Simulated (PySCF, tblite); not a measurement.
C7H9F2P.
SMILES with atom numbers: `[CH3:1][CH:2]([CH3:3])[c:4]1[cH:5][c:6]([F:7])[c:8]([F:9])[pH:10]1` (hydrogens: H11, H12, H13 on C1; H14 on C2; H15, H16, H17 on C3; H18 on C5; H19 on P10)

Structure used (GFN2-xTB), in Å, numbered top down from 1:
```
atom  x, y, z in Å
C1    -1.638    1.257   -0.714
C2    -1.137    0.288    0.354
C3    -1.898   -1.040    0.284
C4     0.333    0.017    0.234
C5     1.108    0.129   -0.863
C6     2.483   -0.240   -0.648
F7     3.372   -0.158   -1.647
C8     2.767   -0.611    0.616
F9     3.967   -1.003    1.065
P10    1.260   -0.716    1.628
H11   -1.579    0.803   -1.700
H12   -1.046    2.169   -0.712
H13   -2.676    1.518   -0.522
H14   -1.320    0.729    1.342
H15   -2.963   -0.872    0.425
H16   -1.744   -1.511   -0.685
H17   -1.546   -1.718    1.059
H18    0.788    0.480   -1.828
H19    1.460    0.491    2.305
```

Theory: PBE0/pcSseg-1 in PySCF (dipole) on a GFN2-xTB geometry, gas phase.

Masses are those of the commonest isotopes; rigid-rotor values at the optimised geometry. The values belong to one conformer with, in the numbering `[CH3:1][CH:2]([CH3:3])[c:4]1[cH:5][c:6]([F:7])[c:8]([F:9])[pH:10]1`, C1–C2–C4–C5 -24°.

Task: Give the principal moments of inertia and the rotational constants in MHz.

Result: Ia = 255.07, Ib = 690.33, Ic = 872.50 u·Å²; 505379 MHz·u·Å²/I gives A = 1981, B = 732.1, C = 579.2 MHz.

Task: What kind of rotor is it?

Result: An asymmetric top. Ray's parameter κ = (2B − A − C)/(A − C) = -0.782; −1 is the prolate and +1 the oblate limit.

Task: What does the inertial defect say?

Result: Not planar: Δ = Ic − Ia − Ib = -72.91 u·Å². For a rigid frame Δ = −2 Σ m c², so Σ m c² = 36.45 u·Å² lies off the ab plane: 13.19 from hydrogen and 23.27 from heavier atoms. The atom farthest from that plane is 1.87 Å away.

Task: Give the other two planar moments, Paa and Pbb, and the rms extents of the mass along the axes.

Result: Paa = Σ m a² = (Ib + Ic − Ia)/2 = 653.88 and Pbb = Σ m b² = (Ia + Ic − Ib)/2 = 218.62 u·Å². With the mass M = 162.04 u, the rms extents √(P/M) along a, b and c are 2.01, 1.16, 0.47 Å.

Task: List the rotational levels J(Ka,Kc) to J = 4 (MHz).

Result: Above 0(0,0):
J = 1: 1(0,1) 1311, 1(1,1) 2561, 1(1,0) 2713
J = 2: 2(0,2) 3921, 2(1,2) 5030, 2(1,1) 5489, 2(2,1) 9237, 2(2,0) 9250
J = 3: 3(0,3) 7803, 3(1,3) 8727, 3(1,2) 9643, 3(2,2) 13171, 3(2,1) 13236, 3(3,1) 19807, 3(3,0) 19808
J = 4: 4(0,4) 12922, 4(1,4) 13642, 4(1,3) 15166, 4(2,3) 18406, 4(2,2) 18597, 4(3,2) 25076, 4(3,1) 25081, 4(4,1) 34334, 4(4,0) 34334
Those of J = 1 are B + C, A + C and A + B.

Task: Which lines would a microwave search look for?

Result: The dipole components are |μa| = 3.18 D, |μb| = 0.11 D, |μc| = 0.76 D. Intensities carry the squares of the components, which stand as 1.00 : 0.00 : 0.06 (a : b : c). Some lines, for components of 0.1 D or more:

| type | branch | J(Ka,Kc) | MHz | lower level (cm⁻¹) |
| --- | --- | --- | --- | --- |
| a | Q | 2(1,1) ← 2(1,2) | 459 | 0.168 |
| a | Q | 3(1,2) ← 3(1,3) | 916 | 0.291 |
| c | Q | 3(1,3) ← 3(0,3) | 924 | 0.260 |
| b | Q | 1(1,0) ← 1(0,1) | 1402 | 0.044 |
| b | Q | 2(1,1) ← 2(0,2) | 1568 | 0.131 |
| b | Q | 3(1,2) ← 3(0,3) | 1841 | 0.260 |
| b | Q | 4(1,3) ← 4(0,4) | 2244 | 0.431 |
| a | R | 2(1,1) ← 1(1,0) | 2775 | 0.091 |
| c | Q | 4(2,3) ← 4(1,3) | 3240 | 0.506 |
| b | Q | 2(2,0) ← 2(1,1) | 3761 | 0.183 |
| a | R | 3(0,3) ← 2(0,2) | 3882 | 0.131 |
| a | R | 3(2,2) ← 2(2,1) | 3934 | 0.308 |
| a | R | 3(1,2) ← 2(1,1) | 4155 | 0.183 |
| b | R | 4(0,4) ← 3(1,3) | 4194 | 0.291 |
| b | R | 3(1,3) ← 2(0,2) | 4806 | 0.131 |
| a | R | 4(3,2) ← 3(3,1) | 5270 | 0.661 |
| c | Q | 4(3,2) ← 4(2,2) | 6479 | 0.620 |
| c | Q | 3(3,1) ← 3(2,1) | 6571 | 0.441 |
| b | Q | 3(3,0) ← 3(2,1) | 6572 | 0.441 |
| b | Q | 3(3,1) ← 3(2,2) | 6636 | 0.439 |
| b | R | 2(2,0) ← 1(1,1) | 6689 | 0.085 |
| c | R | 3(2,2) ← 2(1,2) | 8140 | 0.168 |
| b | R | 3(2,1) ← 2(1,2) | 8206 | 0.168 |
| b | R | 4(2,3) ← 3(1,2) | 8762 | 0.322 |
| b | R | 4(3,2) ← 3(2,1) | 11841 | 0.441 |
| c | R | 4(3,1) ← 3(2,1) | 11846 | 0.441 |
| c | R | 4(4,0) ← 3(3,0) | 14527 | 0.661 |
| b | R | 4(4,0) ← 3(3,1) | 14527 | 0.661 |

Task: Estimate the classical rotational partition function at 10 K, 25 K and 50 K.

Result: Point group C1, symmetry number σ = 1; q = (√π/σ)·√((kT/h)³/(ABC)), k/h = 20836.6 MHz/K: 5820 at 10 K, 23000 at 25 K, 65000 at 50 K.

Its GFN2-xTB frequencies are all real (lowest 27 cm⁻¹). These are rigid-rotor constants of the computed structure; measured ground-state constants (B0) also hold zero-point vibration. A rigid rotor knows nothing of internal rotation, which can split or shift real lines.

Rough CPU time on one thread of a shared machine: about 2.5 min (with the writing of density and orbital grids). This is the PBE0/pcSseg-1 job that gave the dipole, with the shieldings it also computed.
